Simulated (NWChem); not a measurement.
CH6Ge; SMILES [CH3][GeH3]

Computed with NWChem. Geometry: optimised at PBE-D3(BJ)/def2-SVP. B3LYP is NWChem's, with the RPA form of VWN correlation. Ions are spin-unrestricted doublets at the neutral geometry; other ion states weren't tried.

### Question
Order these by “−ε(HOMO) (eV)”, lowest first: LDA (Slater exchange, VWN5)/def2-SVP; PBE0/def2-SVP; B3LYP/def2-SVP; CAM-B3LYP/def2-SVP.

### Answer
LDA (Slater exchange, VWN5)/def2-SVP (7.71), B3LYP/def2-SVP (8.63), PBE0/def2-SVP (8.90), CAM-B3LYP/def2-SVP (10.22)
